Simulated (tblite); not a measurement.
Compound: C₅H₁₀FO (doublet state).
SMILES with atom numbers: `[CH3:1][CH2:2][C@@:3]([CH3:4])([F:5])[CH2:6][O:7]` (hydrogens: H8, H9, H10 on C1; H11, H12 on C2; H13, H14, H15 on C4; H16, H17 on C6)

Geometry (GFN2-xTB, Å), atoms numbered from 1 in this order:
```
atom  x, y, z in Å
C1     1.7115   -1.0692    0.3188
C2     1.0610    0.2832    0.1353
C3    -0.4505    0.1472   -0.0830
C4    -1.1399    1.4869   -0.2991
F5    -0.6580   -0.6216   -1.2138
C6    -1.0750   -0.6107    1.1450
O7    -0.4832   -1.7653    1.4399
H8     0.9834   -1.6566    0.9564
H9     1.8056   -1.6103   -0.6183
H10    2.6617   -1.0195    0.8402
H11    1.4753    0.7881   -0.7429
H12    1.2240    0.9150    1.0094
H13   -2.2053    1.3404   -0.4591
H14   -0.9956    2.1307    0.5632
H15   -0.7264    1.9725   -1.1804
H16   -2.1205   -0.8046    0.8376
H17   -1.0750    0.1059    1.9904
```

Level: GFN2-xTB in tblite, geometry and Hessian alike; calculated harmonic values, unscaled, isolated species. The method is semi-empirical: single wavenumbers can be off by several per cent or more. One conformer, not necessarily the lowest. Open shells enter through the occupations alone, without spin polarisation, and single modes of such species can be off by tens of per cent.

Harmonic wavenumbers (cm⁻¹): 124.7, 141.1, 172.9, 261.5, 296.8, 330.1, 343.6, 383.3, 392.9, 490.6, 577.9, 742.8, 819.5, 862.2, 899.0, 954.3, 1001.0, 1037.5, 1093.8, 1113.4, 1129.4, 1156.5, 1177.0, 1225.1, 1235.0, 1295.0, 1320.2, 1359.0, 1384.0, 1400.4, 1429.1, 1439.5, 1449.8, 1471.5, 1484.7, 2408.8, 2757.3, 2789.2, 2942.3, 2995.8, 3036.0, 3047.6, 3048.5, 3057.9, 3060.5.

A = 3208, B = 2415, C = 1939 MHz; mass 105.072 u (most abundant isotopes); point group C1, symmetry number 1; spin multiplicity 2.

Task: Zero-point energy?

Result: Half the sum of the wavenumbers: 30570 cm⁻¹ = 87.40 kcal/mol.

Task: Give the ideal-gas entropy at 273.15 K and 1 bar in the rigid-rotor, harmonic-oscillator model (classical rotation).

Result: Translation 39.46, rotation 27.20, vibration 16.52, spin (R ln 2) 1.38: S = 84.5 cal/(mol K).

Task: And Cp and H(273.15 K) − H(0)?

Result: Cp = 29.72 cal/(mol K), of which vibrations give 21.77 (their classical limit is 45 R = 89.4); H(273.15 K) − H(0) = 4.90 kcal/mol without the zero-point energy, 2.73 from vibrations.

Task: How do the functions run with temperature in this model?

Result: 
```
 T (K)  S (cal/(mol K))  Cp (cal/(mol K))  H − H(0) (kcal/mol)  G − H(0) (kcal/mol)  ln q(vib)
    50             55.1               9.7                 0.42                -2.33       0.05
   100             63.3              14.7                 1.03                -5.30       0.47
298.15             87.2              31.9                 5.67               -20.34       3.75
373.15             95.1              38.5                 8.31               -27.18       5.17
   500            107.8              48.5                13.85               -40.06       7.67
   750            130.4              62.9                27.90               -69.91      12.63
  1000            149.9              72.3                44.88              -105.01      17.42
```

q(vib) and H(0) count from the zero-point level.

Task: Blend soft modes into free rotors: weight 1/[1 + (100 cm⁻¹/ν̃)⁴] for the oscillator and the rest for a rotor with moment μB/(μ + B), μ = h/(8π²ν), B = 10⁻⁴⁴ kg m². What vibrational entropy results?

Result: 16.41 cal/(mol K) in place of 16.52, which changes −T·S at 273.15 K by +0.03 kcal/mol.

Hindered rotation and anharmonicity are outside this model. Other conformers, if any are populated, would add a mixing term that is left out. The structure is chiral; the term R ln 2 for an equal mix with its mirror image is left out.
